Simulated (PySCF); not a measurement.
A structure optimised at PBE0-D3(BJ)/def2-SVP, used in a PySCF frequency run:

```xyz
14

C      2.6009     0.9589     0.2499
C      1.7576    -0.0612     0.4320
Ge     0.0362    -0.1695    -0.4481
N     -1.2724     0.0462     0.8237
C     -2.6615    -0.1357     0.4765
H      2.3577     1.7999    -0.4094
H      3.5753     1.0045     0.7499
H      2.0577    -0.8782     1.1007
H     -0.0990    -1.5248    -1.1952
H     -0.1054     0.9782    -1.4678
H     -1.0358    -0.3631     1.7224
H     -2.9047     0.4552    -0.4223
H     -3.3178     0.2385     1.2804
H     -2.9631    -1.1829     0.2637
```

Problem. Write its SMILES and formula.

Solution. C=[CH][GeH2][NH]C, C3H9GeN

Problem. What are its rotational constants (standard atomic weights)?

Solution. 8.9056, 1.6853, 1.5430 GHz
